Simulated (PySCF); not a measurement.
C₃H₄FNSSi. Atoms are numbered in the order given.

```xyz
11

F     -2.0408     0.0926     0.0000
C     -0.7452     0.3569     0.0000
S     -0.1928     1.9980     0.0000
C      1.4277     1.3682     0.0000
N      1.5275     0.0802     0.0000
C      0.2838    -0.5404     0.0000
Si     0.1635    -2.4142     0.0000
H      2.2815     2.0519     0.0000
H      0.8319    -2.9588    -1.2143
H     -1.2733    -2.8055     0.0000
H      0.8319    -2.9588     1.2143
```
Charge 0, spin multiplicity 1.

Geometry optimised at ωB97X-D3(BJ)/def2-SVP. This is a generated structure with no PubChem entry under its InChIKey; it may be hypothetical.

Calculation: PBE/pcSseg-1 (PySCF).

GIAO shieldings, no solvent; atoms alike by connectivity are averaged. δ = σ(ref) − σ: ¹⁹F against CFCl3 (σ = 133.6 ppm); ¹³C against TMS (σ = 182.0 ppm); ³³S against H2S (σ = 706.5 ppm); ¹⁵N against NH3 (σ = 267.0 ppm); ²⁹Si against TMS (σ = 335.4 ppm); ¹H against TMS (σ = 31.49 ppm), references at their B3LYP-D3(BJ)/def2-TZVP geometries, non-relativistic.

Problem. Estimate the chemical shifts. (Estimate from the structure and the level; the computed values follow.)

Solution. 
```csv
nucleus,atoms,count,δ (ppm)
¹⁹F,F1,1,-158.3
¹³C,C2,1,182.2
¹³C,C4,1,143.3
¹³C,C6,1,131.1
³³S,S3,1,471.0
¹⁵N,N5,1,378.0
²⁹Si,Si7,1,-87.9
¹H,H8,1,8.06
¹H,"H9, H10, H11",3,4.83
```
